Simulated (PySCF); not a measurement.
H8OSi3, SMILES O([SiH3])[SiH2][SiH3]. Coordinates come from a TPSSh-D3(BJ)/def2-SVP optimisation. The values are those of a single conformer.

Computed equilibrium geometry at TPSSh-D3(BJ)/def2-SVP (PySCF confirms it by a frequency run) as bond lengths and angles (one conformer of several):
Atoms: Si1 O2 Si3 Si4 H5 H6 H7 H8 H9 H10 H11 H12. Bonded distances (Å): Si1–O2 1.662, Si1–H5 1.487, Si1–H6 1.485, Si1–H7 1.491, O2–Si3 1.668, Si3–Si4 2.356, Si3–H8 1.491, Si3–H9 1.488, Si4–H10 1.491, Si4–H11 1.491, Si4–H12 1.490. Bond angles (°): O2–Si1–H5 110.1, O2–Si1–H6 108.8, O2–Si1–H7 109.9, H5–Si1–H6 109.5, H5–Si1–H7 109.0, H6–Si1–H7 109.5, Si1–O2–Si3 145.1, O2–Si3–Si4 110.5, O2–Si3–H8 109.5, O2–Si3–H9 108.3, Si4–Si3–H8 109.9, Si4–Si3–H9 110.4, H8–Si3–H9 108.2, Si3–Si4–H10 110.6, Si3–Si4–H11 109.8, Si3–Si4–H12 110.6, H10–Si4–H11 108.6, H10–Si4–H12 108.5, H11–Si4–H12 108.8.
